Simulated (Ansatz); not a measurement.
Input file for H5OSiSn, SMILES `[SiH3][O][SnH2]` radical:

```yaml
crystal:
  periodic: [false, false, false]
  atoms:
    - {symbol: Si, position_ang: [-0.737917, 1.075102, -0.480833]}
    - {symbol: O, position_ang: [0.586880, 0.306178, 0.078816]}
    - {symbol: Sn, position_ang: [0.956458, -1.332051, 1.107965]}
    - {symbol: H, position_ang: [-1.877884, 0.127681, -0.658846]}
    - {symbol: H, position_ang: [-0.424594, 1.696360, -1.794552]}
    - {symbol: H, position_ang: [-1.173522, 2.142298, 0.461903]}
    - {symbol: H, position_ang: [2.665416, -1.489088, 0.950520]}
    - {symbol: H, position_ang: [0.097363, -2.583679, 0.279230]}
basis:
  gaussian: {orbitals: def2-SVP}
magnetization: {spin_polarized: true, initial_magnetization: 1}
correlation: {method: ccsd_t}
scf: {omitted_lower_state_checks: [cluster_reference]}
```

```sh
$ ansatz run in.yaml --threads 4 --pin off --events-out ev --progress --plain
```

The program prints (abridged):

```
Functional definition: HF
889 factors; integrals over basis functions are off by at most 1.1e-3 eV
mean field evaluation 1: about -15776.8874 eV, gradient 2.6e1 eV
mean field evaluation 2: about -15776.8974 eV, gradient 2.6e1 eV
mean field evaluation 4: about -15780.0675 eV, gradient 2.3e0 eV
mean field evaluation 8: about -15780.1344 eV, gradient 2.1e-3 eV
mean field -15780.13440759 eV, -579.9092433195 hartree, gradient 1.0e-6 eV, S^2 0.755229; 0 other end points of the search recorded, 0 dependent functions left out
10 core orbitals not correlated: weight in the atoms' cores, before any rotation towards them, 1.000 or more for the frozen orbitals, at most 0.000 for the correlated occupied ones
reference -15780.13440759 eV, -579.9092433195 hartree; 15, 14 occupied and 58, 59 virtual orbitals, 889 factors
second order -10.50922748 eV of doubles, -0.00000000 eV of singles
cycle   1  -11.09023887 eV  change   -5.8e-1 eV  update   1.0e-1
cycle   2  -11.48816405 eV  change   -4.0e-1 eV  update   3.3e-2
cycle   3  -11.61487912 eV  change   -1.3e-1 eV  update   1.9e-2
cycle   4  -11.61284056 eV  change    2.0e-3 eV  update   5.6e-3
cycle   5  -11.61140238 eV  change    1.4e-3 eV  update   3.2e-3
cycle   6  -11.61187973 eV  change   -4.8e-4 eV  update   1.3e-3
cycle   7  -11.61182367 eV  change    5.6e-5 eV  update   6.8e-4
cycle   8  -11.61196602 eV  change   -1.4e-4 eV  update   2.0e-4
cycle   9  -11.61203120 eV  change   -6.5e-5 eV  update   7.6e-5
cycle  10  -11.61199794 eV  change    3.3e-5 eV  update   3.2e-5
perturbative correction -0.28064105 eV, -0.0103133684 hartree
Total energy: -15792.02704658 eV, -580.3462897413 hartree
Checks for a lower state left out: cluster_reference
```

It took 4.6 s on 4 threads of a server CPU on a shared host, with 0.56 GiB of host memory at the peak.

MP2 recovers 88.4 % of the CCSD(T) correlation energy and the triples give 2.4 %; T1 = 0.0134.
